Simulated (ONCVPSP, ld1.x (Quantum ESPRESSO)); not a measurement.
# Potentials for phosphorus (P) compared

Generated with ld1.x 7.5 (TM, RRKJ, ultrasoft, PAW), atompaw 4.2 or ONCVPSP 4.0.1. The cutoff is in Ry: for ld1.x and atompaw files where the sum of valence levels is converged to 10 mRy in a Bessel basis, for ONCV files where the hardest occupied wave has 1 mHa per electron of residual kinetic energy. The error is the largest all-electron minus pseudo excitation energy over each file’s own four to seven test configurations (ionisations up to +4, promotions, holes and added fractions of an electron), all of which were solved. The labels leave out finer settings (local radius, basis sizes, second energies), which also bear on the numbers. Spin-polarised tests are not counted. The rows are a selection from randomly drawn settings: files with unsolved tests, undetermined cutoffs or missed reference levels are left out.

```tsv
potential	cutoff (Ry)	largest error (meV)	bound ghosts
ONCV, LDA (Perdew-Zunger), scalar-relativistic, rc 1.40/1.80/1.50 (spd), local s, core correction yes, reference 3s2 3p1.5, qcut 5.5/4.3/6.1, projectors 0/1/2	22	+12	none
TM semilocal, BP86, scalar-relativistic, rc 1.10/1.95 (sp), local p, core correction yes, reference 3s2 3p2.5	70	+87	none
ONCV, LDA (Perdew-Zunger), scalar-relativistic, rc 0.75/0.70/0.65 (spd), local smoothed, core correction yes, reference 2s2 2p6 3s2 3p2.75, qcut 19.9/17.2/14.4, projectors 2/2/2	274	+2.4	none
ONCV, PBE, scalar-relativistic, rc 1.70/1.55 (sp), local p, core correction yes, reference 3s2 3p1.5, qcut 3.4/6, projectors 2/0	84	+8.6	none
ONCV, LDA (Perdew-Zunger), non-relativistic, rc 1.05/0.85/1.00 (spd), local smoothed, core correction yes, reference 2s2 2p6 3s2 3p3, qcut 14.3/15.6/9.1, projectors 2/2/2	206	+604	none
```

(1) Fill in the row for P: RRKJ, PBE, scalar-relativistic, rc 1.30/1.25/1.05 (spd), local s, core correction yes, reference 3s2 3p1.5.

(2) Fill in the row for P: ONCV, PBE, scalar-relativistic, rc 1.65/1.20 (sp), local smoothed, core correction yes, reference 3s2 3p1, qcut 3.4/7.2, projectors 3/1.

## Answers

(1) cutoff 70 Ry, largest error +22 meV, bound ghosts: none.

(2) cutoff 309 Ry, largest error +28 meV, bound ghosts: none.
